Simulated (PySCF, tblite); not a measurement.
A database entry of computed molecular properties. Lists by class give the value and the number of equivalent atoms.

```json
{
 "formula": "C5H10F2O2",
 "smiles": "COCO[C@@H](C)C(F)F",
 "inchi": "InChI=1S/C5H10F2O2/c1-4(5(6)7)9-3-8-2/h4-5H,3H2,1-2H3/t4-/m0/s1",
 "charge": 0,
 "multiplicity": 1,
 "geometry_level": "GFN2-xTB",
 "atoms_angstrom": [
  ["C", -2.503, 0.044, -1.001],
  ["O", -1.627, -1.013, -0.662],
  ["C", -1.16, -0.96, 0.645],
  ["O", -0.292, 0.121, 0.88],
  ["C", 0.927, 0.081, 0.155],
  ["C", 1.327, 1.504, -0.221],
  ["C", 2.014, -0.55, 1.041],
  ["F", 3.222, -0.504, 0.431],
  ["F", 1.763, -1.863, 1.268],
  ["H", -2.027, 1.016, -0.846],
  ["H", -2.747, -0.085, -2.053],
  ["H", -3.418, -0.006, -0.4],
  ["H", -0.668, -1.923, 0.825],
  ["H", -1.979, -0.811, 1.364],
  ["H", 0.807, -0.539, -0.744],
  ["H", 2.289, 1.503, -0.725],
  ["H", 0.578, 1.931, -0.881],
  ["H", 1.389, 2.114, 0.677],
  ["H", 2.096, -0.049, 2.017]
 ],
 "electronic_structure_code": "PySCF",
 "results": {
  "GFN2-xTB geometry": {
   "point_group": "C1",
   "rotational_constants_GHz": [2.835, 0.922, 0.775]
  },
  "PBE0/pcSseg-1 ground state and GIAO shieldings, non-relativistic": {
   "dipole_D": 2.37,
   "homo_eV": -8.08,
   "lumo_eV": 1.48,
   "shift_vs_computed_TMS_C_by_class_ppm": [
    [126.6, 1],
    [98.9, 1],
    [72.7, 1],
    [57.1, 1],
    [18.3, 1]
   ],
   "shift_vs_computed_TMS_H_by_class_ppm": [
    [5.76, 1],
    [5.29, 1],
    [4.61, 1],
    [4.1, 1],
    [3.57, 3],
    [1.25, 3]
   ],
   "shielding_other_nuclei_by_class_ppm": [
    ["O", 254.3, 1],
    ["O", 284.1, 1],
    ["F", 315.9, 1],
    ["F", 318.8, 1]
   ],
   "charges_hirshfeld_e_by_atom": [-0.04, -0.14, 0.06, -0.14, 0.03, -0.13, 0.14, -0.1, -0.1, 0.04, 0.05, 0.04, 0.04, 0.04, 0.04, 0.04, 0.05, 0.04, 0.05]
  },
  "GFN2-xTB harmonic vibrations, gas phase": {
   "strongest_ir_bands_cm-1_km_per_mol_modes": [
    [1021.0, 85.7, 1],
    [1043.3, 295.3, 1],
    [1076.0, 99.3, 1],
    [1100.6, 103.2, 1],
    [1109.0, 68.6, 1],
    [2925.9, 49.8, 1]
   ],
   "zpe_kcal_per_mol": 93.7
  }
 }
}
```

A dipole of 2.37 D is allowed in C1, and pure rotational transitions are dipole-allowed. With B = h/(8π²I), that is 505.379 GHz u Å² over I, the principal moments of inertia are 178.2, 548.3 and 652.1 u Å² (most abundant isotopes). The zero-point energy, half the sum of the 51 harmonic wavenumbers, equals 32770 cm⁻¹ or 392 kJ/mol. The dipole matches unit charges of opposite sign 0.49 Å apart (1 e·Å = 4.8032 D).

One conformer (not necessarily the lowest) at the GFN2-xTB geometry, without solvent or vibrations. NMR classes are plain means over equivalent atoms (diastereotopic ones count apart unless rotation or inversion swaps them), as if these changed places fast; in this geometry the members of some classes differ.

For the vibration job (GFN2-xTB), hardware: an Arm Neoverse N1 with one thread, shared host with 64 logical CPUs at a one-minute load of 57. Cost: 0.97 s.

Shape of the structure used: `[CH3:1][O:2][CH2:3][O:4][C@@H:5]([CH3:6])[CH:7]([F:8])[F:9]`: C1–O2–C3–O4 -68°, O2–C3–O4–C5 -64°, C3–O4–C5–C6 145°, O4–C5–C7–F8 -175°.
